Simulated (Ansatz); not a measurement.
A nudged elastic band was laid between two geometries of CH4BFS (8 atoms, charge 0, multiplicity 1).

All numbers below come from RHF/def2-SVP in Ansatz.

| Quantity | Value |
| --- | --- |
| movable images | 9 |
| climbing image | yes |
| spring | 5.0 eV/Å² |
| optimiser | quadratic models (default) |
| start path | IDPP |
| force threshold | 0.05 eV/Å |
| iteration limit | 60 |
| end points | relaxed |

Initial state:

```xyz
8
Properties=species:S:1:pos:R:3
C -0.049 0.920 -0.058
B 0.590 -0.517 -0.018
F 1.905 -0.625 -0.105
S -0.297 -2.097 0.140
H 0.361 1.513 0.764
H 0.255 1.419 -0.984
H -1.135 0.939 0.007
H -1.537 -1.609 0.198
```

Final state:

```xyz
8
Properties=species:S:1:pos:R:3
C -0.091 1.112 -0.077
B 0.273 -0.414 -0.006
F 1.540 -0.783 -0.089
S -0.994 -1.700 0.196
H 0.400 1.634 0.750
H 0.308 1.540 -1.002
H -1.160 1.315 -0.030
H -0.184 -2.761 0.202
```

Task: What changes between the two ends?

Result: No bond is made or broken. The dihedral F3–B2–S4–H8 goes from 180 to 0°.

Task: Give the energies along the band, and the barrier.

Result: It converged. The highest image is number 5 of 0 to 10, 11.5 kcal/mol above the first end and 12.3 kcal/mol above the last; the last end lies 0.8 kcal/mol below the first. A vibrational analysis at the climbing image gives 2 clearly imaginary modes (407i, 72i cm⁻¹): a point of higher order, so a lower path passes nearby.

| image | path coordinate (Å) | energy (kcal/mol) | dihedral F3–B2–S4–H8 (°) |
| --- | --- | --- | --- |
| 0 | 0.00 | 0.0 | 180 |
| 1 | 0.30 | 0.5 | -170 |
| 2 | 0.60 | 3.2 | -151 |
| 3 | 0.91 | 7.1 | -131 |
| 4 | 1.21 | 10.3 | -110 |
| 5 | 1.51 | 11.5 | -90 |
| 6 | 1.81 | 10.3 | -70 |
| 7 | 2.11 | 7.2 | -51 |
| 8 | 2.41 | 3.3 | -31 |
| 9 | 2.72 | 0.3 | -14 |
| 10 | 3.02 | -0.8 | 0 |

Task: What is the geometry of the highest image?

Result: 
```xyz
8
Properties=species:S:1:pos:R:3
C 0.009 1.010 0.184
B 0.436 -0.479 -0.073
F 1.587 -0.693 -0.673
S -0.549 -1.989 0.453
H 0.671 1.425 0.953
H 0.167 1.609 -0.716
H -1.019 1.121 0.524
H -1.209 -2.060 -0.708
```

Time of the run: 70 s on 1 thread of Arm Neoverse V2, with other jobs on the host, peak memory 0.14 GiB.
